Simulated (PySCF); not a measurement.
C4H4N4SSi.
SMILES: `[SiH3]c1cnc2nsnc2n1`

The calculation used PBE0-D3(BJ)/def2-SVP geometry optimisation, gas phase in PySCF.

Take the most abundant isotopes and a rigid rotor. 

Task: Give the principal moments of inertia and the rotational constants in cm⁻¹.

Result: Ia = 161.73, Ib = 838.39, Ic = 994.21 u·Å²; 505379 MHz·u·Å²/I gives 3125, 602.8 and 508.3 MHz, that is A = 0.10424, B = 0.02011, C = 0.01696 cm⁻¹.

Task: Classify the top.

Result: A near-prolate asymmetric top. Ray's parameter κ = (2B − A − C)/(A − C) = -0.928; −1 is the prolate and +1 the oblate limit.

Task: What does the inertial defect say?

Result: Not planar: Δ = Ic − Ia − Ib = -5.90 u·Å². For a rigid frame Δ = −2 Σ m c², so Σ m c² = 2.95 u·Å² lies off the ab plane, practically all of it from hydrogen. The atom farthest from that plane is 1.24 Å away.

Task: Give the other two planar moments, Paa and Pbb, and the rms extents of the mass along the axes.

Result: Paa = Σ m a² = (Ib + Ic − Ia)/2 = 835.43 and Pbb = Σ m b² = (Ia + Ic − Ib)/2 = 158.77 u·Å². With the mass M = 167.99 u, the rms extents √(P/M) along a, b and c are 2.23, 0.97, 0.13 Å.

Task: Give the coordinates in the principal-axis frame, origin at the centre of mass.

Result: The sense of each axis is arbitrary; atoms in the order of the calculation.
```json
{"atom": "Si1", "mass (u)": "27.977", "a (Å)": "-3.521", "b (Å)": "0.465", "c (Å)": "0.001"}
{"atom": "C2", "mass (u)": "12.000", "a (Å)": "-1.681", "b (Å)": "-0.017", "c (Å)": "-0.001"}
{"atom": "C3", "mass (u)": "12.000", "a (Å)": "-1.280", "b (Å)": "-1.409", "c (Å)": "0.000"}
{"atom": "N4", "mass (u)": "14.003", "a (Å)": "-0.044", "b (Å)": "-1.824", "c (Å)": "0.000"}
{"atom": "C5", "mass (u)": "12.000", "a (Å)": "0.875", "b (Å)": "-0.831", "c (Å)": "0.000"}
{"atom": "N6", "mass (u)": "14.003", "a (Å)": "2.192", "b (Å)": "-1.024", "c (Å)": "-0.001"}
{"atom": "S7", "mass (u)": "31.972", "a (Å)": "2.857", "b (Å)": "0.458", "c (Å)": "0.001"}
{"atom": "N8", "mass (u)": "14.003", "a (Å)": "1.534", "b (Å)": "1.398", "c (Å)": "-0.001"}
{"atom": "C9", "mass (u)": "12.000", "a (Å)": "0.495", "b (Å)": "0.565", "c (Å)": "-0.001"}
{"atom": "N10", "mass (u)": "14.003", "a (Å)": "-0.798", "b (Å)": "0.958", "c (Å)": "-0.001"}
{"atom": "H11", "mass (u)": "1.008", "a (Å)": "-4.164", "b (Å)": "-0.076", "c (Å)": "1.237"}
{"atom": "H12", "mass (u)": "1.008", "a (Å)": "-3.631", "b (Å)": "1.946", "c (Å)": "-0.048"}
{"atom": "H13", "mass (u)": "1.008", "a (Å)": "-4.188", "b (Å)": "-0.159", "c (Å)": "-1.182"}
{"atom": "H14", "mass (u)": "1.008", "a (Å)": "-2.061", "b (Å)": "-2.180", "c (Å)": "-0.001"}
```

Task: Which lines would a microwave search look for?

Result: The dipole components are |μa| = 1.18 D, |μb| = 0.13 D, |μc| = 0.00 D. Intensities carry the squares of the components, which stand as 1.00 : 0.01 : 0.00 (a : b : c). Some lines, for components of 0.1 D or more:

```json
{"type": "a", "branch": "Q", "J(Ka,Kc)": "3(1,2) ← 3(1,3)", "MHz": "567", "lower level (cm⁻¹)": "0.299"}
{"type": "a", "branch": "Q", "J(Ka,Kc)": "4(1,3) ← 4(1,4)", "MHz": "944", "lower level (cm⁻¹)": "0.440"}
{"type": "a", "branch": "R", "J(Ka,Kc)": "1(0,1) ← 0(0,0)", "MHz": "1111", "lower level (cm⁻¹)": "0.000"}
{"type": "a", "branch": "R", "J(Ka,Kc)": "2(1,1) ← 1(1,0)", "MHz": "2317", "lower level (cm⁻¹)": "0.124"}
{"type": "b", "branch": "Q", "J(Ka,Kc)": "2(1,1) ← 2(0,2)", "MHz": "2714", "lower level (cm⁻¹)": "0.111"}
{"type": "b", "branch": "Q", "J(Ka,Kc)": "3(1,2) ← 3(0,3)", "MHz": "2864", "lower level (cm⁻¹)": "0.222"}
{"type": "b", "branch": "Q", "J(Ka,Kc)": "4(1,3) ← 4(0,4)", "MHz": "3074", "lower level (cm⁻¹)": "0.369"}
{"type": "a", "branch": "R", "J(Ka,Kc)": "3(0,3) ← 2(0,2)", "MHz": "3323", "lower level (cm⁻¹)": "0.111"}
{"type": "a", "branch": "R", "J(Ka,Kc)": "3(2,1) ← 2(2,0)", "MHz": "3344", "lower level (cm⁻¹)": "0.454"}
{"type": "a", "branch": "R", "J(Ka,Kc)": "3(1,2) ← 2(1,1)", "MHz": "3473", "lower level (cm⁻¹)": "0.202"}
{"type": "a", "branch": "R", "J(Ka,Kc)": "4(1,3) ← 3(1,2)", "MHz": "4628", "lower level (cm⁻¹)": "0.317"}
{"type": "b", "branch": "R", "J(Ka,Kc)": "4(1,4) ← 3(0,3)", "MHz": "6548", "lower level (cm⁻¹)": "0.222"}
{"type": "b", "branch": "Q", "J(Ka,Kc)": "4(2,2) ← 4(1,3)", "MHz": "7280", "lower level (cm⁻¹)": "0.472"}
{"type": "b", "branch": "Q", "J(Ka,Kc)": "2(2,0) ← 2(1,1)", "MHz": "7569", "lower level (cm⁻¹)": "0.202"}
{"type": "b", "branch": "Q", "J(Ka,Kc)": "2(2,1) ← 2(1,2)", "MHz": "7850", "lower level (cm⁻¹)": "0.192"}
{"type": "b", "branch": "Q", "J(Ka,Kc)": "3(2,2) ← 3(1,3)", "MHz": "7993", "lower level (cm⁻¹)": "0.299"}
{"type": "b", "branch": "R", "J(Ka,Kc)": "2(2,1) ← 1(1,0)", "MHz": "9883", "lower level (cm⁻¹)": "0.124"}
{"type": "b", "branch": "R", "J(Ka,Kc)": "3(2,1) ← 2(1,2)", "MHz": "11196", "lower level (cm⁻¹)": "0.192"}
{"type": "b", "branch": "R", "J(Ka,Kc)": "4(2,3) ← 3(1,2)", "MHz": "11869", "lower level (cm⁻¹)": "0.317"}
{"type": "b", "branch": "R", "J(Ka,Kc)": "4(2,2) ← 3(1,3)", "MHz": "12474", "lower level (cm⁻¹)": "0.299"}
{"type": "b", "branch": "Q", "J(Ka,Kc)": "3(3,0) ← 3(2,1)", "MHz": "12835", "lower level (cm⁻¹)": "0.566"}
{"type": "b", "branch": "Q", "J(Ka,Kc)": "4(3,2) ← 4(2,3)", "MHz": "12855", "lower level (cm⁻¹)": "0.713"}
{"type": "b", "branch": "R", "J(Ka,Kc)": "3(3,1) ← 2(2,0)", "MHz": "16179", "lower level (cm⁻¹)": "0.454"}
{"type": "b", "branch": "R", "J(Ka,Kc)": "3(3,0) ← 2(2,1)", "MHz": "16182", "lower level (cm⁻¹)": "0.454"}
{"type": "b", "branch": "R", "J(Ka,Kc)": "4(3,2) ← 3(2,1)", "MHz": "17285", "lower level (cm⁻¹)": "0.566"}
{"type": "b", "branch": "Q", "J(Ka,Kc)": "4(4,0) ← 4(3,1)", "MHz": "17980", "lower level (cm⁻¹)": "1.142"}
```

Not checked by PBE0-D3(BJ)/def2-SVP frequencies. No vibrational averaging or centrifugal distortion is included, and the geometry carries the error of its method. A rigid rotor knows nothing of internal rotation, which can split or shift real lines. Quadrupole hyperfine structure (14N) is left out.
